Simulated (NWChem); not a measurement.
System: iodoethane (C$_{2}$H$_{5}$I); SMILES CCI

NWChem printed, in part:

```
             Northwest Computational Chemistry Package (NWChem) 7.3.0
             --------------------------------------------------------

 CS  symmetry detected

                             Geometry "geometry" -> ""
                             -------------------------

 Output coordinates in angstroms (scale by  1.889725989 to convert to a.u.)

  No.       Tag          Charge          X              Y              Z
 ---- ---------------- ---------- -------------- -------------- --------------
    1 C                    6.0000     0.44383497     2.41365889     0.00000000
    2 C                    6.0000    -0.67721932     1.40403135     0.00000000
    3 I                   53.0000     0.03479210    -0.63996606     0.00000000
    4 H                    1.0000     1.08191133     2.31378773     0.89000700
    5 H                    1.0000     0.01696184     3.43098915     0.00000000
    6 H                    1.0000     1.08191133     2.31378773    -0.89000700
    7 H                    1.0000    -1.31222975     1.47674759     0.89216600
    8 H                    1.0000    -1.31222975     1.47674759    -0.89216600

 Effective nuclear repulsion energy (a.u.)     214.2873647954

      Symmetry information
      --------------------

 Group name             Cs
 Group number              2
 Group order               2
 No. of unique centers     6

                                Z-matrix (autoz)
                                --------

 Units are Angstrom for bonds and degrees for angles

      Type          Name      I     J     K     L     M      Value
      ----------- --------  ----- ----- ----- ----- ----- ----------
    1 Stretch                  1     2                       1.50868
    2 Stretch                  1     4                       1.09965
    3 Stretch                  1     5                       1.10326
    4 Stretch                  1     6                       1.09965
    5 Stretch                  2     3                       2.16446
    6 Stretch                  2     7                       1.09749
    7 Stretch                  2     8                       1.09749
    8 Bend                     1     2     3               112.80097
    9 Bend                     1     2     7               112.68113
   10 Bend                     1     2     8               112.68113
   11 Bend                     2     1     4               111.73976
   12 Bend                     2     1     5               109.24338
   13 Bend                     2     1     6               111.73976
   14 Bend                     3     2     7               104.64941
   15 Bend                     3     2     8               104.64941
   16 Bend                     4     1     5               107.95436
   17 Bend                     4     1     6               108.06601
   18 Bend                     5     1     6               107.95436
   19 Bend                     7     2     8               108.76331
   20 Torsion                  3     2     1     4         -60.61333
   21 Torsion                  3     2     1     5         180.00000
   22 Torsion                  3     2     1     6          60.61333
   23 Torsion                  4     1     2     7          57.61736
   24 Torsion                  4     1     2     8        -178.84402
   25 Torsion                  5     1     2     7         -61.76931
   26 Torsion                  5     1     2     8          61.76931
   27 Torsion                  6     1     2     7         178.84402
   28 Torsion                  6     1     2     8         -57.61736

  xc_inp: hfexch multiplicative factor not found.

                           NWChem Geometry Optimization
                           ----------------------------

[...]

      ----------------------
      Optimization converged
      ----------------------

  Step       Energy      Delta E   Gmax     Grms     Xrms     Xmax
  ---- ---------------- -------- -------- -------- -------- --------
@    5   -6928.41936254 -5.4D-08  0.00001  0.00000  0.00017  0.00041
                                     ok       ok       ok       ok

                                Z-matrix (autoz)
                                --------

 Units are Angstrom for bonds and degrees for angles

      Type          Name      I     J     K     L     M      Value     Gradient
      ----------- --------  ----- ----- ----- ----- ----- ---------- ----------
    1 Stretch                  1     2                       1.54048   -0.00000
    2 Stretch                  1     4                       1.08591   -0.00000
    3 Stretch                  1     5                       1.08744    0.00001
    4 Stretch                  1     6                       1.08591   -0.00000
    5 Stretch                  2     3                       2.12717    0.00000
    6 Stretch                  2     7                       1.08719    0.00001
    7 Stretch                  2     8                       1.08719    0.00001
    8 Bend                     1     2     3               113.49322   -0.00001
    9 Bend                     1     2     7               109.88190    0.00000
   10 Bend                     1     2     8               109.88190    0.00000
   11 Bend                     2     1     4               111.03693   -0.00000
   12 Bend                     2     1     5               109.49726    0.00001
   13 Bend                     2     1     6               111.03693   -0.00000
   14 Bend                     3     2     7               107.85751    0.00000
   15 Bend                     3     2     8               107.85751    0.00000
   16 Bend                     4     1     5               108.35746   -0.00000
   17 Bend                     4     1     6               108.47365   -0.00000
   18 Bend                     5     1     6               108.35746   -0.00000
   19 Bend                     7     2     8               107.67817    0.00000
   20 Torsion                  3     2     1     4         -60.38722    0.00000
   21 Torsion                  3     2     1     5         180.00000   -0.00000
   22 Torsion                  3     2     1     6          60.38722   -0.00000
   23 Torsion                  4     1     2     7          60.46023    0.00000
   24 Torsion                  4     1     2     8         178.76532    0.00000
   25 Torsion                  5     1     2     7         -59.15255   -0.00000
   26 Torsion                  5     1     2     8          59.15255    0.00000
   27 Torsion                  6     1     2     7        -178.76532   -0.00000
   28 Torsion                  6     1     2     8         -60.46023   -0.00000

[...]

 Rotational Constants
 --------------------
 A=   0.994962 cm-1  (  1.431496 K)
 B=   0.098802 cm-1  (  0.142151 K)
 C=   0.092968 cm-1  (  0.133757 K)

 Temperature                      =   298.15K
 frequency scaling parameter      =   1.0000

 Zero-Point correction to Energy  =   49.237 kcal/mol  (  0.078464 au)
 Thermal correction to Energy     =   51.717 kcal/mol  (  0.082416 au)
 Thermal correction to Enthalpy   =   52.309 kcal/mol  (  0.083360 au)

 Total Entropy                    =   69.342 cal/mol-K
   - Translational                =   41.024 cal/mol-K (mol. weight = 155.9395)
   - Rotational                   =   24.671 cal/mol-K (symmetry #  =        1)
   - Vibrational                  =    3.646 cal/mol-K

 Cv (constant volume heat capacity) =   11.585 cal/mol-K
   - Translational                  =    2.979 cal/mol-K
   - Rotational                     =    2.979 cal/mol-K
   - Vibrational                    =    5.626 cal/mol-K

[normal modes left out]

 ----------------------------------------------------------------------------
 Normal Eigenvalue ||           Projected Infra Red Intensities
  Mode   [cm**-1]  || [atomic units] [(debye/angs)**2] [(KM/mol)] [arbitrary]
 ------ ---------- || -------------- ----------------- ---------- -----------
    1       -0.000 ||    0.000001           0.000         0.001       0.002
    2       -0.000 ||    0.000156           0.004         0.152       0.316
    3        0.000 ||    0.000209           0.005         0.204       0.424
    4        0.000 ||    0.000732           0.017         0.713       1.481
    5        0.000 ||    0.001068           0.025         1.041       2.162
    6        0.000 ||    0.000391           0.009         0.381       0.792
    7      266.496 ||    0.000150           0.003         0.146       0.304
    8      305.024 ||    0.001287           0.030         1.254       2.605
    9      675.050 ||    0.010943           0.252        10.668      22.158
   10      878.978 ||    0.001643           0.038         1.602       3.327
   11     1169.612 ||    0.004938           0.114         4.814       9.998
   12     1219.590 ||    0.001486           0.034         1.448       3.009
   13     1265.408 ||    0.002160           0.050         2.106       4.374
   14     1509.282 ||    0.000002           0.000         0.002       0.003
   15     1548.706 ||    0.082557           1.905        80.481     167.164
   16     1730.218 ||    0.000916           0.021         0.893       1.855
   17     1806.556 ||    0.003279           0.076         3.196       6.639
   18     1824.218 ||    0.002378           0.055         2.319       4.816
   19     1829.614 ||    0.000796           0.018         0.776       1.612
   20     3568.959 ||    0.001187           0.027         1.157       2.403
   21     3616.084 ||    0.001160           0.027         1.131       2.349
   22     3737.773 ||    0.000264           0.006         0.257       0.534
   23     3745.946 ||    0.000219           0.005         0.214       0.444
   24     3760.668 ||    0.000607           0.014         0.591       1.228
 ----------------------------------------------------------------------------
```

Level: Hartree-Fock/STO-3G, non-relativistic. 

Q: Write an input that gives this output.

A: Several could match; the one computed here: the input that was run:
```
start job
memory heap 200 mb stack 900 mb global 1100 mb
geometry units angstroms
  C      0.454361     2.403257     0.000000
  C     -0.677733     1.406024     0.000000
  I      0.011748    -0.645683     0.000000
  H      1.091300     2.296372     0.890007
  H      0.038706     3.425222     0.000000
  H      1.091300     2.296372    -0.890007
  H     -1.311905     1.485722     0.892166
  H     -1.311905     1.485722    -0.892166
end
basis spherical
  * library sto-3g
end
dft
  xc hfexch
  iterations 150
end
driver
  maxiter 120
end
task dft optimize
task dft freq
```
